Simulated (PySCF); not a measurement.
# Working out the ionisation energy of Cr(12+)

Cr(12+) [Ne] 3s2 (1S) → Cr(13+) [Ne] 3s1 (2S). All numbers are calculated (PySCF 2.14, the non-relativistic Hamiltonian (point nucleus), in an uncontracted even-tempered set (17 s from 0.81 bohr⁻², ratio 2.5; 11 p from 1.1 bohr⁻², ratio 2.5; 5 d from 4.4 bohr⁻², ratio 2.7; 4 f from 6.6 bohr⁻², ratio 2.7)). Frozen: 1s2; the 18 highest virtual orbitals dropped. Energies in hartree (1 hartree = 27.21139 eV):

| part | Cr(12+) (lower) | Cr(13+) (upper) |
| --- | --- | --- |
| UHF | -984.075076 | -971.239759 |
| CCSD correlation | -0.408594 | -0.310756 |
| (T) | -0.002365 | -0.000537 |

**Question.** What does Hartree-Fock give?

**Answer.** (-971.239759) − (-984.075076) = 12.835317 hartree = 349.267 eV.

**Question.** What do CCSD and CCSD(T) give?

**Answer.** The CCSD correlation energies differ by 0.097838 hartree = 2.662 eV and the triples by 0.001828 hartree = 0.050 eV, so CCSD gives 351.929 eV and CCSD(T) 351.979 eV.

A first-order spin-orbit estimate adds 0.000 eV to CCSD(T) (outer shells), giving 351.979 eV against 354.7 ± 0.3 eV (semi-empirical (NIST evaluation); NIST Atomic Spectra Database, ionization energies).

The calculation is non-relativistic.

What remains against the reference includes basis incompleteness, the frozen core and higher excitations.
